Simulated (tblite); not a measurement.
Compound: C₅H₁₅NSSi₂.
SMILES with atom numbers: `[CH3:1][CH2:2][Si@@H:3]([S:4][SiH2:5][NH2:6])[CH:7]1[CH2:8][CH2:9]1` (hydrogens: H10, H11, H12 on C1; H13, H14 on C2; H15 on Si3; H16, H17 on Si5; H18, H19 on N6; H20 on C7; H21, H22 on C8; H23, H24 on C9)

Geometry (GFN2-xTB, Å), atoms numbered from 1 in this order:
```
atom  x, y, z in Å
C1    -2.7440   -0.9643   -0.2656
C2    -1.9268   -1.0176    1.0210
Si3   -0.0865   -0.5774    0.8175
S4     0.6660   -1.8877   -0.7203
Si5    2.5774   -1.0439   -1.2170
N6     3.3818   -0.7316    0.2702
C7     0.2614    1.2261    0.3930
C8    -0.8120    2.2759    0.4589
C9    -0.2724    1.8541   -0.8656
H10   -3.7590   -1.3175   -0.0893
H11   -2.8036    0.0510   -0.6511
H12   -2.2889   -1.5960   -1.0248
H13   -1.9905   -2.0266    1.4305
H14   -2.3710   -0.3553    1.7655
H15    0.6193   -0.8878    2.0695
H16    2.4174    0.2497   -1.8654
H17    3.1393   -2.0566   -2.1053
H18    4.3131   -0.3498    0.2441
H19    3.3066   -1.4087    1.0130
H20    1.2512    1.5599    0.6830
H21   -0.5473    3.2537    0.8342
H22   -1.8118    1.9704    0.7273
H23   -0.8968    1.2578   -1.5142
H24    0.3653    2.5423   -1.4018
```

All values are computed: GFN2-xTB (tblite) harmonic vibrations without scaling, gas phase. Against measured fundamentals such values can be off by several per cent, at times by over 20. Modes of hydrogen on silicon can be 10 to 20 % off. One conformer, not necessarily the lowest.

Harmonic wavenumbers (cm⁻¹): 26.1, 50.6, 56.4, 71.1, 88.6, 123.5, 130.5, 139.3, 192.5, 230.4, 233.6, 264.0, 281.1, 372.1, 462.0, 489.2, 513.6, 542.0, 572.1, 611.4, 639.5, 648.8, 703.3, 738.5, 756.1, 784.9, 810.5, 827.7, 845.7, 903.0, 959.9, 983.3, 1003.9, 1025.4, 1028.1, 1070.4, 1073.5, 1080.4, 1107.6, 1159.3, 1242.5, 1246.6, 1293.9, 1350.9, 1416.4, 1449.2, 1483.3, 1490.6, 1509.2, 1511.8, 1513.5, 2190.0, 2273.5, 2314.5, 2970.1, 2985.9, 3012.4, 3028.7, 3032.7, 3039.1, 3074.7, 3080.3, 3087.5, 3100.3, 3468.2, 3505.9.

A = 1304, B = 699.5, C = 556.5 MHz; mass 177.046 u (most abundant isotopes); point group C1, symmetry number 1.

Problem. Zero-point energy?

Solution. ½Σν̃ = 41636 cm⁻¹ = 119.04 kcal/mol.

Problem. What is S at 273.15 K and 1 bar for an ideal gas of classical rigid rotors and harmonic oscillators?

Solution. Translation 41.01, rotation 30.57, vibration 45.52: S = 117.1 cal/(mol K).

Problem. And Cp and H(273.15 K) − H(0)?

Solution. Cp = 49.43 cal/(mol K), of which vibrations give 41.49 (their classical limit is 66 R = 131.2); H(273.15 K) − H(0) = 8.32 kcal/mol without the zero-point energy, 6.15 from vibrations.

Problem. Blend soft modes into free rotors: weight 1/[1 + (100 cm⁻¹/ν̃)⁴] for the oscillator and the rest for a rotor with moment μB/(μ + B), μ = h/(8π²ν), B = 10⁻⁴⁴ kg m². What vibrational entropy results?

Solution. 40.40 cal/(mol K) in place of 45.52, which changes −T·S at 273.15 K by +1.40 kcal/mol.

Problem. How do the functions run with temperature in this model?

Solution. 
```
 T (K)  S (cal/(mol K))  Cp (cal/(mol K))  H − H(0) (kcal/mol)  G − H(0) (kcal/mol)  ln q(vib)
   150             92.9              33.0                 3.25               -10.69       6.24
   250            112.9              46.3                 7.21               -21.01      10.62
298.15            121.6              52.8                 9.59               -26.65      12.61
   400            138.9              65.2                15.62               -39.93      16.69
   600            169.0              83.6                30.62               -70.80      24.21
   900            206.5             101.1                58.53              -127.33      34.41
```

q(vib) and H(0) count from the zero-point level.

Hindered rotation and anharmonicity are outside this model. Other conformers, if any are populated, would add a mixing term that is left out. The structure is chiral; the term R ln 2 for an equal mix with its mirror image is left out.

Time: 2.8 s. Hardware: one thread, Arm Neoverse N1 (aarch64), shared host with 64 logical CPUs at a one-minute load of 50. The figure is for the frequency step alone.
